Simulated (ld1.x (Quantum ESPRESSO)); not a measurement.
**Sc: variants of one PAW potential**

Base potential:

Sc (Z = 21), PAW, made with ld1.x (Quantum ESPRESSO) 7.5 (Wu–Cohen, scalar-relativistic). Core [Ne], reference 3s2 3p6 3d1 4s2 4p0. Waves: 3s (bound): rcut 1.40, rcutus 1.55 bohr; 4s (bound): rcut 1.40, rcutus 1.55 bohr; 3p (bound): rcut 1.85, rcutus 2.30 bohr; 4p (bound, empty): rcut 1.85, rcutus 2.30 bohr; 3d (bound): rcut 2.10, rcutus 2.60 bohr; 3d channel at 0.5 Ry: rcut 2.10, rcutus 2.60 bohr. Local part: all-electron potential smoothed inside 1.60 bohr (lloc = -2). Core correction: a·sin(br)/r model core, default radius (ld1.x builds one for every PAW set, though the input has nlcc=.false.). Augmentation charge: BESSEL, radius 1.55 bohr.

Cutoffs, loose and tight: the cutoffs (Ry, on a coarse ladder) from which the occupation-weighted sum of valence levels, in a spherical-Bessel basis at the reference potential, stays within 10 and 1 mRy of its value at 400 Ry. They do not see the model core or the augmentation charge, which bear on the density cutoff. Test errors are all-electron minus pseudo excitation energies from the reference, over the configurations 3s2 3p6 3d1 4s1 4p0; 3s2 3p6 3d1 4s0 4p0; 3s2 3p6 3d0 4s0 4p0; 3s2 3p6 3d2 4s0 4p0; 3s2 3p5 3d1 4s2 4p0; 3s2 3p6 3d2 4s1 4p0; 3s2 3p6 3d1 4s1 4p1. A dash means not determined; rows that change the core or the reference have their own tests. The largest error is taken over the tests solved by every variant that gives reliable tests at all: 3s2 3p6 3d1 4s0 4p0; 3s2 3p6 3d1 4s1 4p0; 3s2 3p6 3d1 4s1 4p1; 3s2 3p6 3d2 4s0 4p0; 3s2 3p6 3d2 4s1 4p0.

```tsv
change	outcome	cutoff, loose	cutoff, tight	bound ghosts	largest test error (meV)
base	generated	21 Ry	35 Ry	none	+8.7
wave 3d channel at 0.5 Ry: rcut 2.10, rcutus 2.60 bohr becomes 3d channel at -0.15 Ry: rcut 2.10, rcutus 2.60 bohr	generated	21 Ry	35 Ry	none	+1.0
wave 3d channel at 0.5 Ry: rcut 2.10, rcutus 2.60 bohr becomes 3d channel at -0.09 Ry: rcut 2.10, rcutus 2.60 bohr	generated	21 Ry	35 Ry	none	+1.2
wave 3d channel at 0.5 Ry: rcut 2.10, rcutus 2.60 bohr becomes 3d channel at 0.16 Ry: rcut 2.10, rcutus 2.60 bohr	generated	21 Ry	35 Ry	none	+3.1
wave 3d channel at 0.5 Ry: rcut 2.10, rcutus 2.60 bohr becomes 3d channel at 0.49 Ry: rcut 2.10, rcutus 2.60 bohr	generated	21 Ry	35 Ry	none	+8.6
wave 3d channel at 0.5 Ry: rcut 2.10, rcutus 2.60 bohr becomes 3d channel at 1.57 Ry: rcut 2.10, rcutus 2.60 bohr	generated	21 Ry	35 Ry	none	+2.3
wave 3d channel at 0.5 Ry: rcut 2.10, rcutus 2.60 bohr becomes 3d channel at 3.05 Ry: rcut 2.10, rcutus 2.60 bohr	generated	21 Ry	35 Ry	none	+2.9
wave 3d channel at 0.5 Ry: rcut 2.10, rcutus 2.60 bohr becomes 3d channel at 5.87 Ry: rcut 2.10, rcutus 2.60 bohr	generated	21 Ry	35 Ry	none	test run stopped at test 4 of 7 (negative rho), 3 before it not solved
```
